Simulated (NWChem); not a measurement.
System: C4H4OS; SMILES Oc1cccs1

```xyz
10

O     -0.1586    -2.1578     0.0000
C     -0.2258    -0.8166     0.0000
C     -1.3765    -0.0744     0.0000
C     -1.1082     1.3254     0.0000
C      0.2239     1.6278     0.0000
S      1.1899     0.1938     0.0000
H      0.7580    -2.4520     0.0000
H     -2.3670    -0.5285     0.0000
H     -1.8875     2.0892     0.0000
H      0.7059     2.6037     0.0000
```
Atoms are numbered in this order, from 1.

Results from NWChem. Pople sets run with spherical d functions. Structure relaxed at the PBE0/def2-SVP level. Static field.

```
level             basis functions  isotropic polarisability (bohr³)  anisotropy (bohr³)
----------------  ---------------  --------------------------------  ------------------
PBE0/6-31G*                    96                              54.2                42.8
PBE0/6-31+G*                  120                              64.0                34.4
PBE0/def2-SVP                 108                        (withheld)          (withheld)
PBE0/def2-SVPD                162                              67.3                34.6
PBE0/aug-cc-pVDZ              178                              68.9                34.6
```

Task: Fill in the missing entries.

Result: 
- PBE0/def2-SVP, isotropic polarisability (bohr³): 54.9
- PBE0/def2-SVP, anisotropy (bohr³): 39.8
